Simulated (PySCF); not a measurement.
# One molecule, many inputs

Molecule: SMILES COc1coc(F)c1, C5H5FO2; geometry GFN2-xTB.

Molfile (atoms numbered from 1):
```
C5H5FO2
     RDKit          3D

 13 13  0  0  0  0  0  0  0  0999 V2000
   -2.1135    0.3965   -0.2283 C   0  0  0  0  0  0  0  0  0  0  0  0
   -1.2992   -0.6745   -0.6559 O   0  0  0  0  0  0  0  0  0  0  0  0
    0.0341   -0.4882   -0.5431 C   0  0  0  0  0  0  0  0  0  0  0  0
    0.9789   -1.4080   -0.9029 C   0  0  0  0  0  0  0  0  0  0  0  0
    2.2237   -0.9183   -0.6650 O   0  0  0  0  0  0  0  0  0  0  0  0
    2.0497    0.2979   -0.1612 C   0  0  0  0  0  0  0  0  0  0  0  0
    3.1442    0.9791    0.1529 F   0  0  0  0  0  0  0  0  0  0  0  0
    0.7435    0.6485   -0.0492 C   0  0  0  0  0  0  0  0  0  0  0  0
   -1.9610    0.6138    0.8333 H   0  0  0  0  0  0  0  0  0  0  0  0
   -3.1400    0.0719   -0.3879 H   0  0  0  0  0  0  0  0  0  0  0  0
   -1.9221    1.3010   -0.8139 H   0  0  0  0  0  0  0  0  0  0  0  0
    0.9008   -2.3905   -1.3158 H   0  0  0  0  0  0  0  0  0  0  0  0
    0.3566    1.5713    0.3263 H   0  0  0  0  0  0  0  0  0  0  0  0
  1  2  1  0
  2  3  1  0
  3  4  2  0
  4  5  1  0
  5  6  1  0
  6  7  1  0
  6  8  2  0
  8  3  1  0
  1  9  1  0
  1 10  1  0
  1 11  1  0
  4 12  1  0
  8 13  1  0
M  END
```

All runs: PySCF 2.14.0 with density-fitted response routines, non-relativistic, gas phase unless a solvent (IEF-PCM) is named; grid level 2, GIAOs and SCF threshold 1e-9 unless changed. The yardstick, B3LYP/pcJ-1 (spin–dipole term only in couplings to heteroatoms), gives these couplings (Hz, equivalent pairs averaged; isotopes ¹³C, ¹⁹F, ¹⁷O): ¹J(C6,F7) -351.1, ¹J(C3,C4) 95.3, ¹J(C3,C8) 66.6, ¹J(C4,O5) 22.3, ¹J(C1,O2) 21.7, ²J(O5,F7) -9.1, ³J(C1,C8) 5.7.

Task: What do these inputs give? (1) OPBE/aug-cc-pVDZ; guess vsap; (2) PBE00/LANL2DZ; max_cycle 3; (3) OLYP/ANO-RCC-VDZP; max_cycle 3; diis off

Result: 
```tsv
run	outcome	functions	wall time	¹J(C6,F7)	¹J(C3,C4)	¹J(C3,C8)	¹J(C4,O5)	¹J(C1,O2)	²J(O5,F7)	³J(C1,C8)
1	converged	229	52 s	-243.9	173.7	142.3	9.6	12.9	-11.3	3.1
2	refused	–	0.19 s	–	–	–	–	–	–	–
3	not converged	137	44 s	–	–	–	–	–	–	–
```

Times are on shared hosts with different chips, so compare them loosely.

Task: Comment on the technical settings and failures.

Result: 
- Run 1: The functional and orbital basis differ from the yardstick's, which in itself moves the values. The starting guess changes the path of the SCF (17 cycles), not the solution, provided the same state is reached.
- Run 2: The program stopped with: KeyError: "LibXCFunctional: name 'PBE00' not found."
- Run 3: The SCF stopped after 3 cycles without meeting its threshold, with DIIS switched off and the cycle limit at 3, so no response property followed.

Runs 2, 3 were set up unsoundly or failed; their numbers aren't to be quoted as properties of the molecule.

Bases without tight s functions (all but pcJ-n, the -J sets and IGLO) misjudge the contact term, by up to a factor of two.
